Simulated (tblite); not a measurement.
Question: Write a Z-matrix for `FC/C=C/C(=[N])C1CC1` [radical] as optimised with GFN2-xTB. (Doublet state.)

Answer: 
Z-matrix in Å and degrees, rows numbered from 1:
```
N 
C   1  1.2344
C   2  1.4814  1  123.35
C   3  1.3276  2  122.77  1     3.22
C   4  1.4913  3  124.35  2  -179.83
F   5  1.3714  4  112.38  3    -2.23
C   2  1.4996  1  123.22  3  -179.42
C   7  1.5066  2  118.64  1    42.35
C   8  1.4907  7   60.27  2  -108.70
H   3  1.0806  2  116.48  1  -176.57
H   4  1.0805  3  120.83  2     0.20
H   5  1.0977  4  110.63  3   117.12
H   5  1.0975  4  110.76  3  -121.68
H   7  1.0827  2  113.98  1  -172.63
H   8  1.0790  7  117.18  9   108.05
H   8  1.0799  7  117.63  9  -109.69
H   9  1.0792  7  117.00  8  -108.12
H   9  1.0796  7  117.60  8   109.52
```

Of the pairs four or more bonds apart, F6···H10 is among the closest relative to their van der Waals radii: 2.45 Å, 92 % of the sum of Bondi's values. C3 (carbon bonded to 2 C and H) is planar (angles 122.8°, 120.8° and 116.5°, sum 360.0°, 0.00 Å off the plane of its three neighbours). C2 (carbon bonded to 2 C and N) is planar (angles 123.3°, 123.2° and 113.4°, sum 360.0°, 0.00 Å off the plane of its three neighbours). The C–C distances run from 1.328 Å (C3=C4, drawn double) to 1.507 Å (C7–C8, drawn single), a spread of 0.179 Å.

Structure optimised with GFN2-xTB, isolated species. This method treats the open shell by occupation alone, without spin polarisation.

Point group: near Cs, missed by 0.30 Å at most; the miss may be what the optimiser left on a soft mode. Its lowest GFN2-xTB frequency is 8 cm⁻¹, too small to tell a flat minimum from a shallow saddle. Torsions: N1–C2–C3–C4 3°, C3–C4–C5–F6 -2°, N1–C2–C7–C8 42°. 3 starts were optimised and ended at 0.00, 0.05 and 1.16 kcal/mol (GFN2-xTB); the lowest of these is shown.

The run took 0.74 s of wall time on one thread of an Arm Neoverse V2, shared host. This is the geometry optimisation.

One conformer stands for the species.

All values are computed, not measured.
